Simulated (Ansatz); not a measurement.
Saddle point of AlH₅SeO₃, singlet (AlH₃O₃ ([OH][Al]([OH])[OH]) + H₂Se → AlH₃SeO₂ ([OH][Al]([OH])[SeH]) + H₂O (still joined by a long Al–O bond); bonds formed: O2–H5; dative contacts that become bonds: Al1–Se6; bonds broken: H5–Se6; bonds weakened to dative contacts: Al1–O2), PBE0-D4/def2-TZVP structure:

Al1  (0.455, -0.090, 0.049)
O2  (-0.039, 1.561, -0.393)
O3  (0.817, -0.278, 1.696)
O4  (1.278, -0.815, -1.251)
H5  (-1.320, 0.919, -0.576)
Se6  (-2.091, -0.494, -0.318)
H7  (0.370, 2.001, -1.142)
H8  (1.189, -1.066, 2.084)
H9  (1.754, -1.640, -1.210)
H10  (-2.412, -0.097, 1.059)
(Å)

Energies are electronic, without zero-point energy. Barriers and step energies count from the start structure reached by relaxing down the imaginary mode; all methods use the PBE0-D4 structures, on which another method's saddle can fall below an end. Computed with Ansatz 0.2.0 (basis: def2-TZVPP, with def2-QZVPP for the basis limit); correlated methods freeze the cores. Filled d shells of the heavier atoms are correlated. The def2 sets are not built for correlating such inner shells, so the correlated values are less sure here. B3LYP uses VWN-RPA correlation. Extrapolation: Hartree–Fock as exp(−7.88 √X), correlation as X^−2.97.

```tsv
method	barrier (kJ/mol)	step energy (kJ/mol)
SPW92	?	-45.0
PBE-D4	17.4	-34.5
BLYP-D4	29.5	-22.7
r2SCAN-D4	23.3	-36.8
B97M-V	38.7	-31.8
PBE0-D4	26.8	-40.9
B3LYP-D4	35.9	-29.2
r2SCAN0-D4	30.3	-42.0
BHLYP-D4	47.7	-35.7
CAM-B3LYP-D4	38.9	-31.3
wB97X-V	40.5	-34.5
wB97M-V	38.6	-37.5
B2PLYP	37.7	-31.9
PBE-QIDH	33.8	-42.6
RPA on PBE	?	-26.1
HF	?	-38.8
MP2	34.8	-36.0
CCSD	49.0	-33.4
CCSD(T)	42.0	-33.9
```

(1) Fill in the withheld barriers. (Judge from chemistry; the value comes from the calculation.)

The T1 diagnostic stays at or below 0.012.

## Answers

(1) Computed: SPW92 -1.2; RPA on PBE 43.8; HF 75.7 kJ/mol. Each is the energy of the saddle less that of the start structure, by the same method.

For comparison, the barrier by CCSD(T) at an estimated basis limit (MP2 extrapolated from triple and quadruple zeta, plus CCSD(T) − MP2 in triple zeta) is 39.4 kJ/mol.

Labels in which every atom is bracketed show which atoms are joined, not bond orders.

For scale, one of the runs: CCSD(T)/def2-TZVPP, 253 basis functions, launched by `ansatz run in.yaml --threads 8 --pin off --events-out ev --progress --plain --max-ram 19148MiB`. Time: 2.5 min of wall clock on 8 CPU threads of an Arm Neoverse V2; the host was shared. Peak host memory: 5.8 GiB.
